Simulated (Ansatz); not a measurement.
Isolated molecules relaxed with PBE0-D4/def2-TZVP in Ansatz; ΔE leaves out vibrations. CCSD(T)/CBS is the MP2 limit (def2-TZVPP, def2-QZVPP) plus CCSD(T) − MP2 in def2-TZVPP, frozen cores. This one scheme is used for every species. DFT in def2-TZVPP. Each species was taken in one conformer, which may not be the lowest.

Consider the isomerisation: `OCNBCl` → `NB(Cl)CO`.

| level | ΔE (kJ/mol) |
| --- | --- |
| r2SCAN-D4 | -49.6 |
| PBE0-D4 | -47.9 |
| CCSD/def2-TZVPP | -45.7 |
| MP2/def2-QZVPP | -47.4 |

Problem. What does CCSD(T)/CBS give? (An estimate is asked.)

Solution. Ansatz gave: -47.5 kJ/mol. The listed levels differ from it by -2.1, -0.4, 1.8, 0.1 kJ/mol.

Largest T1 diagnostic among the species: 0.011.

In def2-TZVPP, CCSD(T) changes the Hartree–Fock value by −3.0 kJ/mol (the triples alone add +0.6 kJ/mol) and MP2 by −4.1 kJ/mol.
